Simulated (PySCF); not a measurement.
C2H6BFO, SMILES COB(C)F.

Geometry optimised at r2SCAN-D4/def2-SVP. The values are those of a single conformer.

Two levels are set side by side: TDDFT-PBE/def2-SVPD (PySCF) and TDDFT-PBE0/def2-SVPD (PySCF). Vertical, same geometry. The lowest singlet is HOMO→LUMO 89 % with PBE and HOMO→LUMO+1 43 %, HOMO−1→LUMO+1 41 %, HOMO→LUMO 11 % with the other functional; states are paired by order. Differences are taken from unrounded values.

```json
[
 {"quantity": "lowest singlet excitation (eV)", "TDDFT-PBE0": "8.07"},
 {"quantity": "lowest triplet excitation (TDA) (eV)", "TDDFT-PBE0": "7.50"},
 {"quantity": "first bright state (f over 0.05) (eV)", "TDDFT-PBE0": "8.73"},
 {"quantity": "its oscillator strength", "TDDFT-PBE0": "0.12"}
]
```

**Question.** What does TDDFT-PBE give, and how far is it from TDDFT-PBE0? (An estimate is asked for; the answer gives what the named calculation found.)

**Answer.** 
| quantity | TDDFT-PBE | TDDFT-PBE minus TDDFT-PBE0 |
|---|---|---|
| lowest singlet excitation (eV) | 7.22 | -0.84 |
| lowest triplet excitation (TDA) (eV) | 6.85 | -0.65 |
| first bright state (f over 0.05) (eV) | 7.96 | -0.78 |
| its oscillator strength | 0.10 | -0.01 |

A lower first singlet is the usual sign of a functional without exact exchange. Differences between two approximate levels are no errors against the true value.

Rough cost on one machine, each run with all the roots and properties that it gave: TDDFT-PBE0 against TDDFT-PBE about 4 times.
